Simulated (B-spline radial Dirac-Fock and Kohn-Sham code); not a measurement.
# Fe³⁺: L3-M23M23 lines in intermediate coupling

System: iron as Fe³⁺ in the configuration [Ar] 3d5.

The computed values come from a radial finite-basis atomic code: Dirac-Fock energy differences between relaxed states, corrected for Breit and QED terms. The two-hole levels come from diagonalising the Coulomb interaction among the jj configurations; intensities are independent-particle Coulomb rates. Kinetic energies are from the vacuum level. Correlation and solid-state effects are left out. Open outer shells are spectators and are not coupled to the holes.

| kinetic energy (eV) | J | leading jj holes (weight) | leading LS term (weight) | intensity (%) |
| --- | --- | --- | --- | --- |
| 516.3 | 0 | M2M2 (0.51) | ¹S0 (0.97) | 8.9 |
| 522.0 | 2 | M2M3 (0.82) | ¹D2 (0.97) | 36.9 |
| 525.0 | 0 | M3M3 (0.51) | ³P0 (0.97) | 4.9 |
| 525.2 | 1 | M2M3 (1.00) | ³P1 (1.00) | 12.2 |
| 526.5 | 2 | M3M3 (0.82) | ³P2 (0.97) | 37.1 |

The strongest line, by its leading LS label ³P2, lies at 526.5 eV. The mean weight of the leading component is 0.73 in jj and 0.97 in LS coupling, so LS labels describe these levels better.
